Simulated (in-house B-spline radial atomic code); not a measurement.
A fraction x of an electron is removed from 4f in Tb III (Tb2+), starting from [Xe] 4f9 and keeping the highest spin. All numbers are computed (scalar-relativistic (X2C) PBE, spin-polarised, spherical fractional occupations; Fermi nucleus of rms radius 5.06 fm) with an all-electron radial atomic-structure program (B-spline basis), not measured.

| x | E(x) - E(0) (eV) | 4f down level (eV) |
| --- | --- | --- |
| 0 | 0.0000 | -14.646 |
| 0.21 | 3.4135 | -17.890 |
| 0.35 | 6.0746 | -20.136 |
| 0.47 | 8.6090 | -22.111 |
| 0.5 | 9.2798 | -22.612 |
| 0.58 | 11.1426 | -23.960 |
| 0.7 | 14.1407 | -26.016 |
| 0.76 | 15.7329 | -27.060 |
| 0.94 | 20.8893 | -30.248 |
| 1 | 22.7367 | -31.331 |

The exact functional would give a straight line between the two integer points. Deviations E(x) - E(0) - x[E(1) - E(0)], in eV: -1.361 at x = 0.21, -1.883 at x = 0.35, -2.077 at x = 0.47, -2.089 at x = 0.5, -2.045 at x = 0.58, -1.775 at x = 0.7, -1.547 at x = 0.76, -0.483 at x = 0.94.

The curve lies below the straight line by up to 2.089 eV (at x = 0.5): convex, the delocalisation error that favours fractional charges.

How well does Slater's transition state (minus the level at half occupation) give the ionisation energy?

It gives 22.612 eV against 22.737 eV from the two total energies; NIST lists 21.82 eV, ground level to ground level.
